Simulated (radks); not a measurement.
Effect of the nuclear size on neutral bromine, [Ar] 3d10 4s2 4p5. Method: Dirac Kohn-Sham, LDA (Slater exchange, Perdew-Wang correlation), spin-unpolarised, spherical densities, finite nucleus; open shells fill j = l - 1/2 first; Fermi nuclear charge, rms radius 4.1629 fm; computed with a radial shooting solver on a logarithmic mesh with Libxc functionals. The rms radius is varied about that value; shifts are against it.

rms radius (fm)  total energy shift (eV)  density at nucleus (e/bohr^3)  1s1/2 shift (meV)  2s1/2 shift (meV)  3p1/2 shift (meV)  4s1/2 shift (meV)
3.5052                            -0.157                      4.473e+04              -66.7              -6.70              0.098             -0.111
3.9672                           -0.0494                      4.431e+04              -21.0              -2.10              0.031             -0.035
4.1629                                 0                      4.415e+04              0.000              0.000              0.000              0.000
4.3044                            0.0371                      4.404e+04               15.7               1.58             -0.023              0.026
4.9663                             0.226                      4.357e+04               95.8               9.62             -0.141              0.159

Slopes of the eigenvalues against <r^2> in GHz/fm^2, as finite differences over the two radii next to the reference (eigenvalue slopes, not the field-shift constants of lines): 1s1/2 3180, 2s1/2 319, 3p1/2 -4.68, 4s1/2 5.29.
